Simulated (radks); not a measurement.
Ar, 18 electrons, occupied as [Ar]. All-electron calculation, scalar-relativistic Kohn-Sham, SCAN, spin-polarised, spherical densities, finite nucleus; meta-GGA in the generalised Kohn-Sham scheme; Fermi nuclear charge, rms radius 3.4274 fm. Program: a radial shooting solver on a logarithmic mesh with Libxc functionals.

Local quantities along the radius. ELF = 1/(1 + alpha^2) is the electron localisation function; alpha = (tau - tau_W)/tau_unif compares the Pauli kinetic energy density with that of the uniform gas (summed over spins); r v_xc is r times the local exchange-correlation potential of spin up (hartree bohr, multiplicative part alone); -r V(r) is the screened charge that the Kohn-Sham potential of spin up presents (atomic units); 4 pi r^2 rho is in e/bohr. tau is taken from the large components.

r (bohr),ELF,alpha,r v_xc,-r V(r),4 pi r^2 rho
0.004541,1.000,0.01251,-0.1100,17.79,0.8864
0.005772,1.000,0.01315,-0.1299,17.73,1.365
0.007338,1.000,0.01410,-0.1544,17.64,2.076
0.009403,1.000,0.01552,-0.1853,17.53,3.152
0.01195,1.000,0.01753,-0.2214,17.39,4.628
0.0152,1.000,0.02053,-0.2640,17.22,6.630
0.01947,0.999,0.02534,-0.3150,16.99,9.301
0.02476,0.999,0.03292,-0.3706,16.72,12.39
0.03147,0.998,0.04596,-0.4309,16.37,15.71
0.04001,0.995,0.07019,-0.4939,15.96,18.70
0.05127,0.985,0.1219,-0.5608,15.45,20.66
0.06518,0.948,0.2352,-0.6389,14.88,20.75
0.08285,0.798,0.5031,-0.7897,14.29,18.98
0.1062,0.447,1.113,-0.9193,13.56,16.22
0.135,0.250,1.734,-0.5837,12.27,14.60
0.1716,0.316,1.470,-0.7265,11.33,15.57
0.2199,0.603,0.8114,-1.154,10.53,18.78
0.2795,0.805,0.4926,-0.9754,9.092,21.11
0.3553,0.859,0.4049,-1.035,7.934,19.54
0.4554,0.785,0.5227,-1.104,6.864,13.72
0.5789,0.354,1.350,-1.069,5.831,7.555
0.7359,0.092,3.139,-0.6754,4.460,4.556
0.943,0.403,1.218,-0.5645,3.305,4.929
1.199,0.828,0.4561,-1.036,2.796,5.784
1.524,0.876,0.3760,-1.083,2.037,5.077
1.953,0.821,0.4667,-1.065,1.473,3.146
2.483,0.653,0.7296,-0.6783,0.8179,1.428
3.156,0.334,1.411,-0.5560,0.5916,0.4637
4.044,0.072,3.590,-0.2073,0.2133,0.09701
5.141,0.008,11.48,-0.1710,0.1716,0.01352

On this mesh the ELF has minima near r = 0.13, 0.74 bohr, which separate the shells, and maxima near 0.36 (0.86), 1.5 (0.88).

Self-consistent cycle (total energy in hartree, residual of the potential): 1: -529.391881, 2e+00; 2: -529.442107, 1e+00; 3: -529.485709, 2e-01; 4: -529.485719, 8e-02; 5: -529.485663, 9e-03; 6: -529.485708, 4e-03; 7: -529.485753, 5e-04; 8: -529.485752, 1e-04; 9: -529.485752, 8e-05; 10: -529.485752, 9e-05; 11: -529.485751, 2e-05; 12: -529.485751, 6e-06; 13: -529.485751, 6e-06; 14: -529.485751, 3e-06; 15: -529.485751, 4e-07.
